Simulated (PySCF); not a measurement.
# Molecular orbitals of BPt

TPSSh at R = 1.748 Å; B x2c-TZVPPall, Pt x2c-TZVPPall; spin-free X2C with a Gaussian nucleus (PySCF 2.14). State: doublet, unpaired electrons σ ↑, a mixture of terms (⟨Lz²⟩ = 1.9). Only the outer orbitals are listed, counted within each symmetry.

| spin | orbital | occ. | ε (eV) | on B (%) | main shells (%) |
| --- | --- | --- | --- | --- | --- |
| α | 14σ | 1 | -12.29 | 48 | 44 B s, 32 Pt d, 17 Pt s |
| α | 8π | 1 | -8.41 | 17 | 83 Pt d, 16 B p |
| α | 8π | 1 | -8.41 | 17 | 83 Pt d, 16 B p |
| α | 15σ | 1 | -7.90 | 52 | 44 Pt d, 34 B s, 18 B p |
| α | 4δ | 1 | -6.85 | 0 | 100 Pt d |
| α | 4δ | 1 | -6.85 | 0 | 100 Pt d |
| α | 16σ | 1 | -5.82 | 28 | 61 Pt s, 25 B p |
| α | 9π | 0 | -2.37 | 61 | 61 B p, 29 Pt p, 9 Pt d |
| α | 9π | 0 | -2.37 | 61 | 61 B p, 29 Pt p, 9 Pt d |
| α | 17σ | 0 | -1.47 | 39 | 37 B p, 26 Pt p, 23 Pt s |
| β | 14σ | 1 | -12.09 | 46 | 39 B s, 36 Pt d, 15 Pt s |
| β | 8π | 1 | -8.28 | 18 | 82 Pt d, 16 B p |
| β | 8π | 1 | -8.28 | 18 | 82 Pt d, 16 B p |
| β | 15σ | 1 | -6.99 | 36 | 49 Pt d, 31 B s, 14 Pt s |
| β | 4δ | 1 | -6.64 | 0 | 100 Pt d |
| β | 4δ | 1 | -6.64 | 0 | 100 Pt d |
| β | 16σ | 0 | -4.01 | 41 | 51 Pt s, 25 B p, 16 B s |
| β | 9π | 0 | -1.99 | 61 | 61 B p, 28 Pt p, 11 Pt d |
| β | 9π | 0 | -1.99 | 61 | 61 B p, 28 Pt p, 11 Pt d |

**Question.** Which are the highest filled and the lowest empty level, where do they sit, and how wide is the gap?

**Answer.** Highest filled α 16σ at -5.82 eV (in %: 61 Pt s, 25 B p); lowest empty β 16σ at -4.01 eV (in %: 51 Pt s, 25 B p, 16 B s); the gap at TPSSh is 1.81 eV.

* bond order (Mayer): 2.52
* ⟨S²⟩: 0.765
* charge on B (Mulliken, basis-dependent): 0.15
* charge on B (Löwdin, basis-dependent): -0.26
* dipole moment (positive dipole means B(−)Pt(+)): 1.16 D

Spin–orbit coupling is left out. With d or f electrons several states lie close, and the lowest PBE0 determinant need not be the measured ground state.
